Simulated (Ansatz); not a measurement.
BH3N (SMILES B[NH]) moved off its minimum; all values from Ansatz (a program for electronic structure), cores frozen in correlated methods. Open shells are unrestricted.
(charge 0, multiplicity 2)
```xyz
5

B     -0.6842     0.1326    -0.0349
N      0.7423    -0.1543    -0.0765
H     -1.5072    -0.7610    -0.0208
H     -1.1036     1.1936     0.2254
H      1.6808    -0.0722     0.1117
```

Forces at wB97M-V/def2-TZVPP (eV/Å):

| atom | Fx | Fy | Fz |
|---|---|---|---|
| B1 | 3.312 | -1.823 | 0.753 |
| N2 | -6.280 | 0.733 | -0.594 |
| H3 | 0.593 | 0.133 | -0.395 |
| H4 | 0.196 | 0.778 | -0.217 |
| H5 | 2.180 | 0.180 | 0.453 |

**Question.** Give the forces (eV/Å), the total energy and the dipole at CCSD(T)/aug-cc-pVTZ.

**Answer.** 
```tsv
atom	Fx	Fy	Fz
B1	2.955	-1.772	0.745
N2	-5.953	0.623	-0.603
H3	0.536	0.052	-0.406
H4	0.178	0.895	-0.193
H5	2.285	0.203	0.457
```
Energy -81.1887 hartree, dipole 1.16 D.
